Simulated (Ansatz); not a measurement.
Saddle point of BN2H4Cl, singlet (BN₂H₄Cl ([NH2][B]([NH2])[Cl]) → BNHCl ([NH][B][Cl]) + NH₃ (still joined by a long B–N bond); bonds formed: N2–H4; bonds broken: N3–H4; bonds weakened to dative contacts: B1–N2), PBE0-D4/def2-TZVP structure:

```xyz
8
angstrom
B -0.5115 0.1837 0.3011
N 0.8126 0.4093 -0.4896
N -0.5271 -1.1667 0.3326
H 0.6276 -0.8145 -0.3597
Cl -1.5157 1.5171 0.8756
H 0.7359 0.8178 -1.4134
H 1.5816 0.8412 0.0087
H -1.2034 -1.7878 0.7447
```

Energies are electronic, without zero-point energy. Barriers and step energies count from the start structure reached by relaxing down the imaginary mode; all methods use the PBE0-D4 structures, on which another method's saddle can fall below an end. Program: Ansatz 0.2.0. Basis: def2-TZVPP, with def2-QZVPP for the basis limit. Cores are frozen in the correlated methods. B3LYP uses VWN-RPA correlation. Extrapolation: Hartree–Fock as exp(−7.88 √X), correlation as X^−2.97.

| method | barrier (kcal/mol) | step energy (kcal/mol) |
| --- | --- | --- |
| SPW92 | 51.09 | 44.29 |
| PBE-D4 | 53.83 | 43.06 |
| BLYP-D4 | 56.69 | 43.20 |
| r2SCAN-D4 | 58.45 | 45.55 |
| B97M-V | 61.46 | 45.95 |
| PBE0-D4 | 58.78 | 46.13 |
| B3LYP-D4 | ? | 45.89 |
| r2SCAN0-D4 | 61.59 | 47.57 |
| BHLYP-D4 | 66.33 | 49.22 |
| CAM-B3LYP-D4 | ? | 47.60 |
| wB97X-V | ? | 47.26 |
| wB97M-V | 60.81 | 46.23 |
| B2PLYP | 60.53 | 45.55 |
| PBE-QIDH | 61.08 | 47.02 |
| RPA on PBE | 58.74 | 43.50 |
| HF | 75.33 | 52.69 |
| MP2 | 59.08 | 44.83 |
| CCSD | 63.01 | 46.34 |
| CCSD(T) | 60.19 | 44.70 |

Problem. Fill in the withheld barriers. (Judge from chemistry; the value comes from the calculation.)

Solution. Computed: B3LYP-D4 60.53; CAM-B3LYP-D4 62.07; wB97X-V 61.86 kcal/mol. Each is the energy of the saddle less that of the start structure, by the same method.

For comparison, the barrier by CCSD(T) at an estimated basis limit (MP2 extrapolated from triple and quadruple zeta, plus CCSD(T) − MP2 in triple zeta) is 60.79 kcal/mol.

T1 diagnostic: at most 0.014.

Labels in which every atom is bracketed show which atoms are joined, not bond orders.

For scale, one of the runs: CCSD(T)/def2-TZVPP, 191 basis functions, launched by `ansatz run in.yaml --threads 2 --pin off --events-out ev --progress --plain --max-ram 4352MiB`. The run took 64 s on 2 CPU threads of an Arm Neoverse V1 (shared host), with 2.1 GiB of host memory at its peak.
